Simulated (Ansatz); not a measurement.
NaP+, multiplicity 4 (lowest of 2S+1 = 2, 4 at CCSD(T)/def2-TZVPP on PBE0 minima; our sources give no spin for the ground state, which may be another), most abundant isotopes (22.9898 and 30.9738 u). Constants from fifth-degree fits in 1/R to seven points on the lowest solution found; no spin–orbit coupling, no relativity up to Kr; ω_e x_e and α_e move by some per cent with the fit.

Correlated levels freeze the inner cores; with def2 sets outer-core shells near the valence are correlated too.

Codes used: Ansatz (a first-principles code) with Gaussian orbitals. 

| level | r_e (Å) | ω_e (cm⁻¹) | ω_e x_e (cm⁻¹) | α_e (cm⁻¹) |
|---|---|---|---|---|
| PBE/def2-TZVPP | 3.0592 | 127.1 | 1.86 | 0.00244 |
| CCSD(T)/def2-QZVPP | 3.0598 | 125.2 | 1.42 | 0.00232 |

Derive the rotational constants, the centrifugal constant, the fundamental, the zero-point energy and the force constant.


μ = 13.19557 u.
- PBE/def2-TZVPP: B_e = 16.8576/(μ r_e²) = 0.13651 cm⁻¹; B₀ = B_e − α_e/2 = 0.13529 cm⁻¹; D = 4B_e³/ω_e² = 6.30e-07 cm⁻¹; fundamental ω_e − 2ω_e x_e = 123 cm⁻¹; zero-point energy ω_e/2 − ω_e x_e/4 = 63 cm⁻¹; k = μ(2πcω_e)² = 12.6 N/m
- CCSD(T)/def2-QZVPP: B_e = 16.8576/(μ r_e²) = 0.13645 cm⁻¹; B₀ = B_e − α_e/2 = 0.13529 cm⁻¹; D = 4B_e³/ω_e² = 6.48e-07 cm⁻¹; fundamental ω_e − 2ω_e x_e = 122 cm⁻¹; zero-point energy ω_e/2 − ω_e x_e/4 = 62 cm⁻¹; k = μ(2πcω_e)² = 12.2 N/m
